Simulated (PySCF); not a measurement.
No relativistic terms, isolated molecule, rapidly exchanging positions averaged, a single conformation. Shielding tensors at PBE0/pcSseg-1 (GIAO); structure optimised with PBE0-D3(BJ)/def2-SVP; PySCF.

Shifts are taken against calculated references (same method and geometry level): TMS for $^{1}$H (σ = 31.27 ppm), $^{13}$C (σ = 184.41 ppm). Acid and N–H amide carbonyl carbons lie up to 10 ppm further downfield in solution (hydrogen bonding). Shifts are as computed. Against solution values, carbons near 30 ppm lie about +2 ppm off and those near 130 ppm about +5 ppm. Of 1211 compounds with measured shifts, 218 miss one by over three times the rms of a fit or turn the order of signals round; such compounds aren't used in these exercises. OH and NH positions are gas-phase values without hydrogen bonding to other molecules.

(1) Order these molecules by the shift of their most deshielded carbon, lowest δ first.
A. Cc1cnoc1
B. CC(=O)CC#N
C. O=C1CCC(=O)N1
D. CS[Si@@]1(C)CC[C@@H]1C#N

(2) Order these molecules by the shift of their most deshielded carbon-bound hydrogen, lowest δ first.
A. CC(=O)CC#N
B. O=C1CCC(=O)N1
C. Cc1cnoc1

(3) How many $^{13}$C and $^{1}$H signals does each give (equivalence by symmetry and fast rotation, but not about amide C–N or C=N bonds)? `CS[Si@@]1(C)CC[C@@H]1C#N`, `Cc1cnoc1`, `O=C1CCC(=O)N1`, `CC(=O)CC#N`

Answers

(1) D (124.6 ppm, nitrile carbon), A (159.5 ppm, aromatic CH next to the ring oxygen), C (177.0 ppm, amide carbonyl carbon), B (200.9 ppm, ketone carbonyl carbon).

(2) B (2.43 ppm, hydrogen on an sp3 CH2 α to a carbonyl), A (2.90 ppm, hydrogen on an sp3 CH2 α to a carbonyl), C (8.12 ppm, hydrogen on an aromatic CH next to the ring oxygen).

(3) CS[Si@@]1(C)CC[C@@H]1C#N: 6 C, 7 H; Cc1cnoc1: 4 C, 3 H; O=C1CCC(=O)N1: 2 C, 2 H; CC(=O)CC#N: 4 C, 2 H.
